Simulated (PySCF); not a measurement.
From one molecule to another.

First species: BiH2F.
Bonds: Bi1–F4. Hydrogens: H2, H3 on Bi1.

Second species: 2-(trimethylsilyloxy)furan, C₇H₁₂O₂Si.
Bonds: C1–Si2, Si2–C3, Si2–C4, Si2–O5, O5–C6, C6–C7 (aromatic), C7–C8 (aromatic), C8–C9 (aromatic), C9–O10 (aromatic), C6–O10 (aromatic). Hydrogens: H11, H12, H13 on C1; H14, H15, H16 on C3; H17, H18, H19 on C4; H20 on C7; H21 on C8; H22 on C9.

Levels: CAM-B3LYP/def2-SVPD for dipole moment, HOMO energy, LUMO energy, HOMO–LUMO gap and static isotropic polarisability; TDDFT CAM-B3LYP/def2-SVPD for lowest singlet excitation; TDA CAM-B3LYP/def2-SVPD for lowest triplet excitation (Tamm–Dancoff); ΔSCF CAM-B3LYP/def2-SVPD for vertical ionisation energy; PBE0-D3(BJ)/def2-SVP for rotational constant A and rotational constant C. Geometries: PBE0-D3(BJ)/def2-SVP. Each species is one conformer at its optimised geometry, gas phase (atoms past krypton carry core potentials, spin–orbit coupling is left out). Electronic properties by PySCF.

The conformers computed, where there is a choice (atom-mapped SMILES and torsion angles):
- `[CH3:1][Si:2]([CH3:3])([CH3:4])[O:5][c:6]1[cH:7][cH:8][cH:9][o:10]1`: C1–Si2–O5–C6 60°, Si2–O5–C6–C7 -178°

Values for the first species:

* Dipole moment: 3.68 D
* HOMO energy: -9.38 eV
* LUMO energy: -0.87 eV
* HOMO–LUMO gap: 8.51 eV
* Lowest singlet excitation: 4.92 eV
* Lowest triplet excitation (Tamm–Dancoff): 4.20 eV
* Static isotropic polarisability: 46.7 au
* Vertical ionisation energy: 10.59 eV
* Rotational constant A: 77.835 GHz
* Rotational constant C: 6.627 GHz

**Question.** Estimate the same properties for the second species, and the change in each.

**Answer.** 
| property | first | second | second less first |
| --- | --- | --- | --- |
| dipole moment | 3.68 D | 1.32 D | -2.36 D |
| HOMO energy | -9.38 eV | -7.06 eV | +2.32 eV |
| LUMO energy | -0.87 eV | 1.05 eV | +1.92 eV |
| HOMO–LUMO gap | 8.51 eV | 8.11 eV | -0.40 eV |
| lowest singlet excitation | 4.92 eV | 5.70 eV | +0.78 eV |
| lowest triplet excitation (Tamm–Dancoff) | 4.20 eV | 3.88 eV | -0.32 eV |
| static isotropic polarisability | 46.7 au | 111.9 au | +65.2 au |
| vertical ionisation energy | 10.59 eV | 7.77 eV | -2.82 eV |
| rotational constant A | 77.835 GHz | 2.351 GHz | -75.484 GHz |
| rotational constant C | 6.627 GHz | 0.652 GHz | -5.975 GHz |

On the first: The ΔSCF ionisation energy exceeds −ε(HOMO) by 1.21 eV with CAM-B3LYP. The polarisability is 6.91 Å³ as a volume (1 au = 0.148185 Å³). Atoms past krypton carry effective core potentials; spin–orbit coupling is left out.

On the second: The polarisability is 16.59 Å³ as a volume (1 au = 0.148185 Å³), or 1.33 au for each of the 84 electrons. The principal polarisabilities are 92.4, 109.4 and 134.0 au; their mean is the isotropic value.
